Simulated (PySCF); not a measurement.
An element was calculated at r2SCAN (PySCF 2.14, spin-free X2C, a triple-zeta basis, no spin-orbit coupling), in the ground configurations that NIST lists.

* first ionisation energy: 7.118 eV
* second ionisation energy: 13.824 eV
* third ionisation energy: 31.875 eV

Question: Which element is it?

Answer: Lead (Pb, Z = 82), in ANO-RCC-VTZP. NIST lists 7.417, 15.032, 31.937 eV for these ionisation energies.
